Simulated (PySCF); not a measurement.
# Correlation energy of Sn (tin, neutral)

[Kr] 4d10 5s1 5p3, high-spin 5S determinant (an excited configuration). Calculation: PySCF 2.14, in def2-TZVPPD with the def2 core potential (28 electrons) (7s5p4d2f, 56 functions); scalar relativity through the core potential. Frozen: 4s2 4p6 4d10; 4 electrons correlated.

| level | correlation energy (mhartree) |
| --- | --- |
| CCSD | -20.83 |
| (T) | -0.30 |
| CCSD(T) | -21.13 |

Diagnostics: T1 = 0.0025, D1 = 0.0055, largest double amplitude 0.037.

Problem. Is a single reference adequate?

Solution. Yes, within this model without spin-orbit coupling: T1 lies below 0.03 and no double amplitude reaches 0.07.
